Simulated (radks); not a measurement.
Spherical jellium clusters: N electrons in a uniform positive sphere of charge N and radius rs N^(1/3), rs = 5.22 bohr. Calculated with a radial shooting solver with Libxc functionals: non-relativistic Kohn-Sham, LDA (Slater exchange, Perdew-Wang correlation), spin-polarised, spherical densities. Levels are named by radial order and angular momentum (1s, 1p, 1d, 2s, ...), and open shells are averaged over m.

N = 8, configuration 1s2 1p6. This is the lowest configuration that the search found. Occupied and some empty levels:

level,occupation,eigenvalue (eV),<r> (bohr)
1s,2,-3.3439,6.989
1p,6,-2.6226,8.245
1d,0,-1.7071,9.370
2s,0,-1.2659,8.859
1f,0,-0.69584,10.72

Energy (eV): total -14.2511, kinetic 8.3012, external -198.49, Hartree 98.760, exchange-correlation -22.908, background 100.09. Static polarisability (adiabatic kernel): 1490 bohr^3, against R^3 = 1138 for a classical metal sphere.
